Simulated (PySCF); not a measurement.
# Bonding in `CCCS(=O)(=O)Cl`

Compound: C3H7ClO2S.
Numbering: `[CH3:1][CH2:2][CH2:3][S:4](=[O:5])(=[O:6])[Cl:7]` (hydrogens: H8, H9, H10 on C1; H11, H12 on C2; H13, H14 on C3)

Structure used (PBE0-D3(BJ)/def2-TZVP), in Å, numbered top down from 1:
```xyz
14
C3H7ClO2S angstrom
C      1.583    0.685    0.420
C      0.728    0.142   -0.712
C     -0.310   -0.881   -0.284
S     -1.759   -0.232    0.516
O     -2.653   -1.307    0.787
O     -1.408    0.708    1.529
Cl    -2.588    0.849   -1.027
H      2.132   -0.120    0.915
H      0.978    1.193    1.170
H      2.315    1.396    0.033
H      0.233    0.954   -1.250
H      1.366   -0.358   -1.448
H      0.079   -1.580    0.464
H     -0.706   -1.462   -1.119
```

Bond orders from the PBE0/pcSseg-2 density (PySCF). One conformer (not necessarily the lowest) at the PBE0-D3(BJ)/def2-TZVP geometry, without solvent, vibrations or thermal averaging.

Task: How far do the computed orders between heavy atoms stray from the drawn ones?

Result: The largest departure is 0.229, at S4–O6 (drawn double, 1.771). Drawn single, order below 0.88: C3–S4 (0.851).

Task: Give the Mayer order of every bond between heavy atoms, beside its length.

Result: 
```
  bond  drawn as  length (Å)  Mayer order
 C1–C2    single       1.519        0.967
 C2–C3    single       1.519        0.937
 C3–S4    single       1.779        0.851
 S4–O5    double       1.425        1.807
 S4–O6    double       1.426        1.771
S4–Cl7    single       2.058        0.934
```

By pair of heavy elements: C–C: lowest C2–C3 (0.937, 1.519 Å), highest C1–C2 (0.967, 1.519 Å). O–S: lowest S4–O6 (1.771, 1.426 Å), highest S4–O5 (1.807, 1.425 Å).

Task: And the bonds to hydrogen?

Result: C–H: 0.97 to 1.00 (7 bonds).

Task: Sum the orders of all bonds at each heavy atom with more than one neighbour and set the sums beside the valence in the SMILES.

Result: C1 3.962 (drawn 4), C2 3.887 (drawn 4), C3 3.733 (drawn 4), S4 5.363 (drawn 6). Orders between atoms that aren't bonded are not in these sums.

For a closed shell the Mayer order of atoms A and B is Σ (PS)μν (PS)νμ over the basis functions μ on A and ν on B, with P the density and S the overlap matrix.

The run behind these numbers computed NMR shieldings as well. The run took 62 s wall on one thread, Arm Neoverse V2 (aarch64), no GPU, shared host with 96 logical CPUs at a one-minute load of 32, and the process peaked at 1.6 GiB of memory.
